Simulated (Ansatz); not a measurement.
Born–Oppenheimer molecular dynamics of Cl₃FZr (5 atoms, charge 0, multiplicity 1). It goes on from the last frame of an earlier run, with new velocities.

Computed with RKS PBE0-D4/def2-SVP in Ansatz.

```
ensemble        : NVT, Langevin thermostat
time step       : 1 fs
steps asked     : 150
set temperature : 300 K
friction        : 0.01 /fs
seed            : 573292
```

First frame:

```xyz
5
Properties=species:S:1:pos:R:3
Zr -0.011 0.032 -0.073
F -0.100 0.040 1.886
Cl 2.236 -0.123 -0.849
Cl -1.132 2.067 -0.668
Cl -1.018 -2.048 -0.744
```

(1) What does the run give?

(2) What happens to the structure?

(3) How do temperature and energy run in time?

Results:

(1) All steps were run.

* steps done: 150
* time covered: 150 fs
* mean temperature over the second half: 317 K
* spread of the potential energy over the second half: 5.5 meV per atom
* mean potential energy of the second half above the start: -35.7 meV per atom

A run of 0.15 ps of so small a system gives no equilibrium averages.

(2) The same pairs are bonded in the first frame and the last. Pairs count as bonded within 1.25 times the sum of covalent radii (0.12 Å more for H–H). Another seed would give other details.

(3) 
| time (fs) | T (K) | potential energy less start (eV) |
| --- | --- | --- |
| 0 | 240 | 0.000 |
| 7 | 293 | -0.038 |
| 14 | 327 | -0.132 |
| 21 | 265 | -0.128 |
| 28 | 310 | -0.143 |
| 35 | 328 | -0.161 |
| 42 | 142 | -0.085 |
| 49 | 138 | -0.080 |
| 56 | 299 | -0.161 |
| 63 | 429 | -0.197 |
| 70 | 313 | -0.153 |
| 77 | 233 | -0.147 |
| 84 | 323 | -0.175 |
| 91 | 253 | -0.166 |
| 98 | 279 | -0.162 |
| 105 | 302 | -0.197 |
| 112 | 403 | -0.221 |
| 119 | 326 | -0.182 |
| 126 | 410 | -0.203 |
| 133 | 396 | -0.215 |
| 140 | 283 | -0.159 |
| 147 | 157 | -0.124 |

The run took 3 min on 2 threads of AMD EPYC 9R45 96-Core Processor (Zen 5) (shared host), peak memory 0.25 GiB.
